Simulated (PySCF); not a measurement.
Bromine: a sound run and one with changed settings

Sound run: Br⁺ [Ar] 3d10 4s2 4p4, Br²⁺ [Ar] 3d10 4s2 4p3. Calculation: PySCF 2.14, in x2c-SVPall; scalar relativity by spin-free X2C-1e. The sound run starts from symmetry-adapted Hartree-Fock orbitals and uses a fine grid where one is needed.

Changed run: radial step 0.8 in ln r (0.13 in the sound run). This setting is unsound on purpose.

```csv
species,method,sound run (hartree),changed run (hartree),converged
Br⁺,UHF,-2603.56151,-2603.56151,yes
Br⁺,LDA,-2601.57650,-2600.98780,yes
Br⁺,TPSS,-2605.23877,-2604.71885,yes
Br²⁺,UHF,-2602.81535,-2602.81535,yes
Br²⁺,LDA,-2600.77815,-2600.21713,yes
Br²⁺,TPSS,-2604.45085,-2603.94847,yes
```

Ionisation energy of Br⁺:

```tsv
method	sound run (eV)	changed run (eV)
UHF	20.304	20.304
LDA	21.724	20.971
TPSS	21.440	20.963
```

A coarse radial grid mis-integrates the density and the exchange-correlation energy, with errors of either sign; Hartree-Fock needs no grid.

For comparison, NIST gives 21.591 eV between the lowest levels.
